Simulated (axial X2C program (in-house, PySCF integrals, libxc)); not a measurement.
# Spectroscopic constants of SbB⁻

Computed with an in-house all-electron X2C program for linear molecules (integrals from PySCF). Spin-free means the one-electron spin-free X2C Hamiltonian. Basis: Sb dyall-acv3z [12s13p9d5f1g], B dyall-av3z [8s7p3d2f] (cores contracted in-house); Gaussian nuclei, density fitting, unrestricted open shells. Masses: Sb 120.904 u, B 11.009 u.

Input file and command:
```json
{
 "zs": [
  51,
  5
 ],
 "q": -1,
 "bas": [
  "dyall-acv3z",
  "dyall-av3z"
 ],
 "levels": [
  "PBE0",
  "HF",
  "B97-3"
 ],
 "cc": true,
 "r0": 2.25,
 "thr": -1.0,
 "nmax": 90,
 "npts": 10,
 "nst": 2,
 "ntry": 6
}
```
```bash
python so2c.py task.json out
```

Keys: zs atomic numbers; q charge; bas basis sets; levels methods; cc coupled cluster on or off; r0 starting distance in Å; thr threshold in hartree for freezing inner shells (an s shell follows its p shell); nmax most natural virtual spinors; npts points on the curve; nst determinants followed; ntry starts of the search. HF also brings MP2.

State, spin-free: M_S = 1/2, Λ = 0 (beyond evenly filled blocks: σα); electrons by block: σα: 13, σβ: 12, π+α: 6, π+β: 6, π-α: 6, π-β: 6, δ+α: 2, δ+β: 2, δ-α: 2, δ-β: 2. Fragments: Sb- + B.

| Hamiltonian | level | Re (Å) | ωe (cm⁻¹) | Be (cm⁻¹) | De (eV) | D0 (eV) | μ (D) |
| --- | --- | --- | --- | --- | --- | --- | --- |
| spin-free | PBE0 | 2.003 | 742.8 | 0.4166 | 3.94 | 3.90 | -3.08 |
| spin-free | HF | 2.032 | 724.2 | 0.4045 | 2.25 | 2.20 | -3.09 |
| spin-free | CCSD | 2.009 | 752.9 | 0.4141 | 3.34 | 3.30 | n/a |
| spin-free | CCSD(T) | 2.013 | 747.9 | 0.4123 | 3.60 | 3.55 | n/a |
| spin-free | B97-3 | 2.011 | 728.4 | 0.4132 | 3.79 | 3.74 | -3.22 |

Correlated methods: 9 electrons correlated (number of frozen shells: Sb 4 s, 3 p, 2 d; B 1 s), 299 virtual spin orbitals or spinors in MP2, 89 natural virtuals in coupled cluster.

Dipoles are positive if B is the positive end and refer to the centre of mass.

Occupations by symmetry block were frozen at the best pattern of an incomplete PBE0 search. De is counted from the lowest determinant-based energies of the atoms at the same level, without counterpoise correction. CCSD and (T) use frozen natural virtuals with an MP2 correction for the truncation; (T) itself is uncorrected, so its De runs slightly low. The functionals have no current-density term, which raises determinants with orbital currents, atoms included. The determinant is spin-polarised beyond a pure state at some levels (its spin-free form has ⟨S²⟩ too high), which makes Re and μ there less reliable. The T1 diagnostic is large, a sign of multireference character. With the outer-core shells frozen, correlated bond lengths of heavy atoms tend to come out a few hundredths of an ångström too long. Spin-free De lacks the spin–orbit lowering of the heavy p-block atom, a tenth of an eV or more for 4p and 5p, up to an eV for 6p and one to two eV for 7p atoms, less what an open-shell molecule gains itself. Hartree–Fock gets electron affinities wrong, so its lowest charge split need not be the true one.

No reliable constants came from B97-3 (2c), CCSD (2c), CCSD(T) (2c), HF (2c), MP2 (2c), MP2 (spin-free), PBE0 (2c): no minimum in range, unconverged points, a curve that is not smooth, a change of character along it, or the two Hamiltonians disagreeing along it.

The whole task took 3.6 min on 1 thread of Arm Neoverse V2 (shared host).
